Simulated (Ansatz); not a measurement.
System: difluoro(dimethyl)germane, C2H6F2Ge, net charge 0, singlet state. SMILES: [CH3][Ge]([CH3])([F])[F]
Geometry: optimised at B3LYP-D3(BJ)/def2-TZVP (Ansatz, a first-principles code).

Wanted: vertical triplet-singlet gap (E(triplet) - E(singlet); each state is the SCF solution reached for its spin), in kcal/mol. Correlated levels leave the core frozen unless marked. Open shells are spin-unrestricted. Spin-orbit coupling is left out. Frozen are the shells of the preceding noble gas and the d and f shells that filled before the atom's block. Non-relativistic. Basis-set limits of correlation are two-point, X^-3; Hartree-Fock from the larger set. The bracket is a focal-point correction in the basis named.

```tsv
level	program	vertical triplet-singlet gap (kcal/mol)
SVWN5/def2-TZVPD	Ansatz	___
B3LYP/def2-TZVPD	Ansatz	165.0
CAM-B3LYP/def2-TZVPD	Ansatz	___
CCSD/aug-cc-pVDZ	Ansatz	179.9
CCSD/aug-cc-pVTZ	Ansatz	___
RI-MP2/CBS(aug-cc-pVTZ,aug-cc-pVQZ)+[CCSD(T)-MP2]/aug-cc-pVTZ	Ansatz	180.0
```

### Question
Some entries are withheld; supply them.

### Answer

- SVWN5/def2-TZVPD, vertical triplet-singlet gap (kcal/mol): 155.8
- CAM-B3LYP/def2-TZVPD, vertical triplet-singlet gap (kcal/mol): 174.4
- CCSD/aug-cc-pVTZ, vertical triplet-singlet gap (kcal/mol): 181.2
